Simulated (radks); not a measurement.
Neutral aluminium inside a hard spherical wall (all orbitals vanish at R), configuration held at [Ne] 3s2 3p1 and not refilled when levels cross. Method: scalar-relativistic Kohn-Sham, PBE, spin-polarised, spherical densities, finite nucleus; open shells are filled with parallel spins first; Fermi nuclear charge, rms radius 3.061 fm; computed with a radial shooting solver on a logarithmic mesh with Libxc functionals. Eigenvalues in eV for spin up, with the zero of energy where the potential of the charges vanishes at infinity; a dash marks a level that is unbound or too diffuse for the functional's potential to be trusted. A positive occupied level is held by the wall or, in an anion where self-interaction has pushed it up, behind a barrier. The pressure on the wall is -dE/dV.

R (bohr)  E (hartree)  kinetic (hartree)    e(2s)    e(2p)   e(3s)   e(3p)  e(4s, empty)  e(4p, empty)  pressure (GPa)
free       -242.69163            243.134  -108.11  -69.592  -8.046  -3.010             -             -               0
20         -242.69163            243.134  -108.11  -69.592  -8.046  -3.010        -0.418         0.247        < 0.0001
12         -242.69151            243.135  -108.09  -69.573  -8.032  -2.995         0.043         1.306         0.00190
7          -242.67773            243.216  -107.34  -68.824  -7.556  -2.344         4.586         7.912           0.670
3.5        -241.98318            245.577  -97.328  -58.808   2.064  10.188        50.986        58.577             173
3          -241.31877            247.394  -92.461  -53.935   9.622  19.150        80.107        87.862             491
1.5        -225.01845            285.683  -43.012   -1.789  167.93  174.19        514.00        483.25           41800
